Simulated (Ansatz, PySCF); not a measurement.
System: sum formula HSiO₂ (charge 0, doublet). It need not be the lowest isomer of its formula. SMILES: O=[Si]O
Geometry from a B3LYP-D3(BJ)/def2-TZVP (Ansatz, a first-principles code) optimisation:
```
Si
O 1 1.5317
O 1 1.6342 2 126.89
H 3 0.9671 1 117.65 2 0.00
```
Charge 0, spin multiplicity 2.

Wanted: atomisation energy (electronic, to ground-state atoms), in eV. Valence correlation only, unless marked. Open shells are spin-unrestricted. Spin-orbit coupling is left out. Non-relativistic unless marked X2C. The coupled-cluster limit lacks core correlation, which all-electron functionals hold. CBS(X,Y): correlation extrapolated as X^-3; Hartree-Fock from the larger set. The bracket is a focal-point correction in the basis named.

```
level                                                                 program  atomisation energy (eV)  minus last row
-------------------------------------------------------------  --------------  -----------------------  --------------
BP86/def2-TZVPD                                                         PySCF                    16.29            0.56
PBE0/def2-TZVP                                                         Ansatz                    15.29           -0.44
PW6B95/def2-TZVPD                                                       PySCF                    15.52           -0.21
LC-wPBE-D3(BJ)/def2-TZVPD                                      Ansatz + dftd3                    15.53           -0.20
LC-wPBE/def2-TZVPD                                                     Ansatz                    15.48           -0.25
B2GP-PLYP-D4/def2-TZVPD                                        Ansatz + dftd4                    15.46           -0.27
CCSD(T)/cc-pV(D+d)Z                                                    Ansatz                    13.44           -2.29
X2C-CCSD(T)/cc-pVTZ-DK                                                 Ansatz                    14.81           -0.92
RI-MP2/CBS(cc-pV(T+d)Z,cc-pV(Q+d)Z)+[CCSD(T)-MP2]/cc-pV(D+d)Z          Ansatz                    15.79            0.06
RI-MP2/CBS(cc-pV(T+d)Z,cc-pV(Q+d)Z)+[CCSD(T)-MP2]/cc-pV(T+d)Z          Ansatz                    15.73            0.00
```
